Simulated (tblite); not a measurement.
Compound: C6H5N2O (doublet state).
Cartesian coordinates in Å at the GFN2-xTB level; atoms count from 1:
```xyz
14
C6H5N2O angstrom
C      2.477    1.081   -1.208
N      2.148    0.464   -0.223
C      0.902    0.305    0.527
C      0.503   -1.137    0.518
C     -0.641   -1.277   -0.132
C     -1.138    0.083   -0.556
C     -2.450    0.357    0.012
N     -3.474    0.559    0.476
O     -0.181    1.004   -0.045
H      2.021    1.748   -1.921
H      1.114    0.705    1.527
H      1.129   -1.898    0.941
H     -1.197   -2.171   -0.338
H     -1.214    0.176   -1.654
```

Calculated harmonic vibrations of the isolated species, GFN2-xTB (tblite), most abundant isotopes, no scaling. Against measured fundamentals such values can be off by several per cent, at times by over 20. One conformer, not necessarily the lowest. Open shells enter through the occupations alone, without spin polarisation, and single modes of such species can be off by tens of per cent.

Harmonic wavenumbers (cm⁻¹): 51.6, 78.7, 128.6, 168.5, 242.2, 308.1, 430.9, 479.9, 521.2, 577.6, 655.3, 715.2, 753.7, 800.7, 807.2, 845.2, 891.8, 916.3, 938.6, 1001.9, 1041.2, 1057.8, 1084.3, 1159.8, 1190.9, 1234.7, 1236.9, 1255.7, 1658.8, 1903.3, 2407.6, 2817.8, 2889.4, 2983.2, 3156.7, 3173.1.

A = 4327, B = 1111, C = 984.7 MHz; mass 121.040 u (most abundant isotopes); point group C1, symmetry number 1; spin multiplicity 2.

Q: Zero-point energy?

A: Half the sum of the wavenumbers: 20782 cm⁻¹ = 248.61 kJ/mol.

Q: What is S at 298.15 K and 1 bar for an ideal gas of classical rigid rotors and harmonic oscillators?

A: Translation 168.67, rotation 119.70, vibration 93.36, spin (R ln 2) 5.76: S = 387.5 J/(mol K).

Q: And Cp and H(298.15 K) − H(0)?

A: Cp = 134.84 J/(mol K), of which vibrations give 101.58 (their classical limit is 36 R = 299.3); H(298.15 K) − H(0) = 24.68 kJ/mol without the zero-point energy, 14.76 from vibrations.

Q: Which modes carry the vibrational entropy at 298.15 K?

A: 51.6 cm⁻¹: 19.90; 78.7 cm⁻¹: 16.41; 128.6 cm⁻¹: 12.41; 168.5 cm⁻¹: 10.26; 242.2 cm⁻¹: 7.48; 308.1 cm⁻¹: 5.74 J/(mol K); the other 30 give 21.16 together.

Q: How do the functions run with temperature in this model?

A: 
```
T (K)  S (J/(mol K))  Cp (J/(mol K))  H − H(0) (kJ/mol)  G − H(0) (kJ/mol)  ln q(vib)
  150          315.5            82.0               8.70             -38.62       2.34
  250          365.3           117.2              18.61             -72.73       4.32
  400          432.0           168.5              40.18            -132.61       7.32
  600          509.9           215.3              78.94            -227.01      11.33
  900          605.7           256.1             150.23            -394.91      16.98
```

q(vib) and H(0) count from the zero-point level.

Q: Blend soft modes into free rotors: weight 1/[1 + (100 cm⁻¹/ν̃)⁴] for the oscillator and the rest for a rotor with moment μB/(μ + B), μ = h/(8π²ν), B = 10⁻⁴⁴ kg m². What vibrational entropy results?

A: 85.60 J/(mol K) in place of 93.36, which changes −T·S at 298.15 K by +2.32 kJ/mol.

Q: What must be added to the electronic energy to get the Gibbs energy at 298.15 K and 1 bar?

A: ZPE + [H(298.15 K) − H(0)] − T·S = 248.61 + 24.68 − 115.53 = 157.76 kJ/mol.

Hindered rotation and anharmonicity are outside this model. Other conformers, if any are populated, would add a mixing term that is left out. The structure is chiral; the term R ln 2 for an equal mix with its mirror image is left out.

On one thread, Arm Neoverse N1 (aarch64), on a shared host, this took 0.64 s. This covers the Hessian and the dipole derivatives.
